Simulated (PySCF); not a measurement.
CH₂O₃, SMILES C(O)(O)=O. Heavy atoms are numbered as in [OH:1][C:2](=[O:3])[OH:4]. Hydrogens are named by the atom that carries them.

Geometry: B3LYP-D3(BJ)/def2-SVP. The values are those of a single conformer.

Computed with PBE0/pcSseg-2 run with PySCF.

GIAO shieldings, no solvent; atoms alike by connectivity are averaged. δ = σ(ref) − σ: ¹⁷O against H2O (σ = 327.8 ppm); ¹³C against TMS (σ = 186.1 ppm); ¹H against TMS (σ = 31.54 ppm), references at their B3LYP-D3(BJ)/def2-TZVP geometries, non-relativistic.

```
atoms    nucleus  count  δ (ppm)
-------  -------  -----  -------
O3           ¹⁷O      1    304.2
O1 (OH)      ¹⁷O      2      [?]
C2           ¹³C      1    165.8
H on O1       ¹H      2      [?]
```

### Question
Complete the blanks. (The exact figures need the calculation; the answer reports its results.)

### Answer

- O1 (OH), δ (ppm): 162.1
- H on O1, δ (ppm): 5.51
